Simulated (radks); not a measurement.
Initial-state core-level shifts of neutral praseodymium when its valence configuration changes from [Xe] 4f3 6s2. Method: scalar-relativistic Kohn-Sham, PBE, spin-unpolarised, spherical densities, finite nucleus; Fermi nuclear charge, rms radius 4.8919 fm; computed with a radial shooting solver on a logarithmic mesh with Libxc functionals. Shifts are changes of the shell-averaged eigenvalues in eV (positive: less bound); the change of the density at the nucleus, which sets a Mossbauer isomer shift, is in e/bohr^3, on a base of 4.336e+05.

valence              2s       3s       4s      5p  density at nucleus
4f2.5 6s2 6p0.5  -4.443   -4.829   -4.629  -2.603              +15.48
4f2 5d1 6s2      -6.444   -7.368   -6.868  -2.499              +24.26
4f2 6s2 6p1      -9.644  -10.520  -10.006  -5.389              +34.13
4f3 5d1 6s1      +1.019   +0.959   +0.984  +1.092              -18.28
4f3 5d0.5 6s1.5  +0.583   +0.552   +0.564  +0.607               -9.71
4f2 5d1 6s1 6p1  -7.606   -8.529   -8.031  -3.649               +6.76
